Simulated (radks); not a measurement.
Species: the gold ion Au5+. Configuration: [Xe] 4f14 5d6 (the NIST ground configuration).

Method: Dirac Kohn-Sham, PBE, spin-unpolarised, spherical densities, point nucleus; open shells fill j = l - 1/2 first; computed with a radial shooting solver on a logarithmic mesh with Libxc functionals.

Energy parts (eV):
total: -518153.82
kinetic: 595567.80
electron-nucleus: -1300297.11
Hartree: 196456.32
exchange-correlation: -9880.83

Orbitals (lengths in bohr, moments of r in powers of bohr; r(90%) holds 90 % of the orbital's charge):
\begin{tabular}{lrrrr}
orbital & occ. & eigenvalue (eV) & r(90%) & small-component weight \\ \hline
1s1/2 & 2 & -80726.80 & 0.0308 & 9.01e-02 \\
2s1/2 & 2 & -14289.59 & 0.110 & 2.06e-02 \\
2p1/2 & 2 & -13703.46 & 0.0967 & 2.07e-02 \\
2p3/2 & 4 & -11867.56 & 0.108 & 1.84e-02 \\
3s1/2 & 2 & -3425.863 & 0.270 & 6.89e-03 \\
3p1/2 & 2 & -3162.865 & 0.261 & 6.83e-03 \\
3p3/2 & 4 & -2757.696 & 0.283 & 6.17e-03 \\
3d3/2 & 4 & -2322.097 & 0.256 & 6.05e-03 \\
3d5/2 & 6 & -2235.032 & 0.263 & 5.87e-03 \\
4s1/2 & 2 & -798.2667 & 0.584 & 2.33e-03 \\
4p1/2 & 2 & -686.1597 & 0.595 & 2.24e-03 \\
4p3/2 & 4 & -588.9795 & 0.643 & 1.98e-03 \\
4d3/2 & 4 & -405.8335 & 0.675 & 1.78e-03 \\
4d5/2 & 6 & -387.7341 & 0.691 & 1.72e-03 \\
5s1/2 & 2 & -176.7321 & 1.31 & 5.98e-04 \\
4f5/2 & 6 & -152.8298 & 0.793 & 1.34e-03 \\
4f7/2 & 8 & -149.0069 & 0.804 & 1.32e-03 \\
5p1/2 & 2 & -139.8807 & 1.42 & 5.18e-04 \\
5p3/2 & 4 & -122.6086 & 1.54 & 4.46e-04 \\
5d3/2 & 4 & -71.2226 & 1.96 & 2.92e-04 \\
5d5/2 & 2 & -69.0829 & 2.01 & 2.79e-04 \\
\end{tabular}

The highest occupied level is 5d5/2 at -69.083 eV. Summed over all electrons, <r^2> = 30.38 bohr^2, which gives a Langevin (diamagnetic) susceptibility term of -24.1 x 10^-6 cm^3/mol. For comparison, the ionisation energy in NIST's Atomic Spectra Database is 74 eV (theoretical). In exact Kohn-Sham theory the highest level is minus the ionisation energy, but local and semilocal functionals leave it too shallow, through self-interaction and a potential that decays too fast; potentials with the right tail come closer.

Beside tabulated values, note that spin-unpolarised runs miss the spin-polarisation part of the exchange energy of open shells.
